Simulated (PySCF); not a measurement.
Ga(F)(Cl)(vinyl) (C2H3ClFGa), SMILES C=[CH][Ga]([F])[Cl].

Geometry optimised at ωB97X-D3(BJ)/def2-SVP. The structure was generated by enumeration; whether it is a known compound was not checked. Other conformers were not sampled.

Calculation: TDA-LC-ωPBE/def2-SVPD (PySCF 2.14.0).

Vertical excitations. Gas-phase values at a fixed geometry.

```json
[
 {"state": "S1", "energy (eV)": "6.28", "λ (nm)": "197", "f": "0.005", "main pairs": "HOMO−1→LUMO 77 %, HOMO−2→LUMO 14 %"},
 {"state": "S2", "energy (eV)": "7.16", "λ (nm)": "173", "f": "0.335", "main pairs": "HOMO→LUMO 94 %"},
 {"state": "S3", "energy (eV)": "7.45", "λ (nm)": "166", "f": "0.000", "main pairs": "HOMO−2→LUMO 69 %, HOMO−1→LUMO 15 %"},
 {"state": "S4", "energy (eV)": "7.61", "λ (nm)": "163", "f": "0.001", "main pairs": "HOMO→LUMO+1 69 %"},
 {"state": "S5", "energy (eV)": "7.75", "λ (nm)": "160", "f": "0.128", "main pairs": "HOMO−1→LUMO+1 44 %, HOMO−2→LUMO+1 27 %"},
 {"state": "S6", "energy (eV)": "7.87", "λ (nm)": "158", "f": "0.083", "main pairs": "HOMO−3→LUMO 60 %, HOMO−2→LUMO+1 11 %"},
 {"state": "S7", "energy (eV)": "8.04", "λ (nm)": "154", "f": "0.070", "main pairs": "HOMO−3→LUMO+1 64 %"},
 {"state": "S8", "energy (eV)": "8.21", "λ (nm)": "151", "f": "0.003", "main pairs": "HOMO−4→LUMO 34 %, HOMO−1→LUMO+4 31 %, HOMO−2→LUMO+4 14 %, HOMO−2→LUMO 5 %"},
 {"state": "S9", "energy (eV)": "8.24", "λ (nm)": "150", "f": "0.163", "main pairs": "HOMO−2→LUMO+1 31 %, HOMO−3→LUMO 24 %, HOMO−1→LUMO+1 18 %, HOMO→LUMO+4 6 %"},
 {"state": "S10", "energy (eV)": "8.72", "λ (nm)": "142", "f": "0.000", "main pairs": "HOMO−7→LUMO 47 %, HOMO−6→LUMO 18 %, HOMO−1→LUMO+4 13 %, HOMO−7→LUMO+4 9 %"},
 {"state": "T1", "energy (eV)": "3.97", "λ (nm)": "312", "f": "0", "main pairs": "HOMO→LUMO 71 %, HOMO→LUMO+4 19 %"},
 {"state": "T2", "energy (eV)": "5.61", "λ (nm)": "221", "f": "0", "main pairs": "HOMO−1→LUMO 71 %, HOMO−2→LUMO 16 %"},
 {"state": "T3", "energy (eV)": "6.95", "λ (nm)": "178", "f": "0", "main pairs": "HOMO−1→LUMO+1 64 %, HOMO−1→LUMO+2 10 %"},
 {"state": "T4", "energy (eV)": "7.24", "λ (nm)": "171", "f": "0", "main pairs": "HOMO→LUMO+1 47 %, HOMO−3→LUMO+1 15 %"}
]
```
Triplets are in the Tamm–Dancoff approximation.
